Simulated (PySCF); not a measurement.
H$_{2}$S, charge +1, doublet, at a GFN2-xTB geometry (a state made from the parent by changing its charge; the spin is typed, not shown lowest); PBE/def2-TZVP in PySCF.

Here is a job for PySCF.
```python
from pyscf import gto, scf, dft

mol = gto.Mole()
mol.atom = '''
    S    -0.00036152   -0.00213359    0.10390253
    H    -0.03847239    1.00861520   -0.81100328
    H     0.04425671   -0.97447779   -0.85143727
'''
mol.basis = 'def2-tzvp'
mol.charge = 1
mol.spin = 1
mol.verbose = 4
mol.build()

mf = dft.UKS(mol)
mf.xc = 'pbe'
mf.kernel()
```

What the program printed (banner, timings and long lists left out):

```
PySCF version 2.14.0

[INPUT] verbose = 4
[INPUT] num. atoms = 3
[INPUT] num. electrons = 17
[INPUT] charge = 1
[INPUT] spin (= nelec alpha-beta = 2S) = 1
[INPUT] symmetry False subgroup None
[INPUT] Mole.unit = angstrom
[INPUT] Symbol           X                Y                Z      unit          X                Y                Z       unit  Magmom
[INPUT]  1 S     -0.000361520000  -0.002133590000   0.103902530000 AA   -0.000683173789  -0.004031900762   0.196347325349 Bohr   0.0
[INPUT]  2 H     -0.038472390000   1.008615200000  -0.811003280000 AA   -0.072702280457   1.906006493073  -1.532574085324 Bohr   0.0
[INPUT]  3 H      0.044256710000  -0.974477790000  -0.851437270000 AA    0.083633061074  -1.841496137571  -1.608983252547 Bohr   0.0

nuclear repulsion = 12.6825325522774
number of shells = 21
number of NR pGTOs = 79
number of NR cGTOs = 49
basis = def2-tzvp
ecp = {}

******** <class 'pyscf.dft.uks.UKS'> ********
method = UKS
initial guess = minao
damping factor = 0
level_shift factor = 0
DIIS = <class 'pyscf.scf.diis.CDIIS'>
diis_start_cycle = 1
diis_space = 8
diis_damp = 0
SCF conv_tol = 1e-09
SCF conv_tol_grad = None
SCF max_cycles = 50
direct_scf = True
direct_scf_tol = 1e-13
number electrons alpha = 9  beta = 8
XC library pyscf.dft.libxc version 7.1.2
    S. Lehtola, C. Steigemann, M. J. T. Oliveira, and M. A. L. Marques,  SoftwareX 7, 1–5 (2018)
XC functionals = pbe
    J. P. Perdew, K. Burke, and M. Ernzerhof,  Phys. Rev. Lett. 77, 3865 (1996)
    J. P. Perdew, K. Burke, and M. Ernzerhof,  Phys. Rev. Lett. 78, 1396 (1997)
    J. P. Perdew, K. Burke, and M. Ernzerhof,  Phys. Rev. Lett. 77, 3865 (1996)
    J. P. Perdew, K. Burke, and M. Ernzerhof,  Phys. Rev. Lett. 78, 1396 (1997)
radial grids:
    Treutler-Ahlrichs [JCP 102, 346 (1995); DOI:10.1063/1.469408] (M4) radial grids

becke partition: Becke, JCP 88, 2547 (1988); DOI:10.1063/1.454033
pruning grids: <function nwchem_prune>
grids dens level: 3
symmetrized grids: False
atomic radii adjust function: <function treutler_atomic_radii_adjust>
small_rho_cutoff = 0
Set gradient conv threshold to 3.16228e-05
tot grids = 38496
init E= -399.142743642742

cycle= 1 E= -398.830946049731  delta_E= 0.312  |g|= 0.163  |ddm|= 0.82
cycle= 2 E= -398.840101377359  delta_E= -0.00916  |g|= 0.135  |ddm|= 0.342
cycle= 3 E= -398.846760866598  delta_E= -0.00666  |g|= 0.0149  |ddm|= 0.132
cycle= 4 E= -398.846858960326  delta_E= -9.81e-05  |g|= 0.00933  |ddm|= 0.0195
cycle= 5 E= -398.846920228543  delta_E= -6.13e-05  |g|= 0.00129  |ddm|= 0.00802
cycle= 6 E= -398.846921232558  delta_E= -1e-06  |g|= 0.00017  |ddm|= 0.00127
cycle= 7 E= -398.846921259222  delta_E= -2.67e-08  |g|= 4.81e-05  |ddm|= 0.000248
cycle= 8 E= -398.84692126109  delta_E= -1.87e-09  |g|= 9.41e-06  |ddm|= 6.45e-05
cycle= 9 E= -398.846921261202  delta_E= -1.12e-10  |g|= 1.25e-06  |ddm|= 1.73e-05
Extra cycle  E= -398.846921261203  delta_E= -7.96e-13  |g|= 9.37e-07  |ddm|= 2.4e-06
converged SCF energy = -398.846921261203  <S^2> = 0.75466033  2S+1 = 2.0046549
```
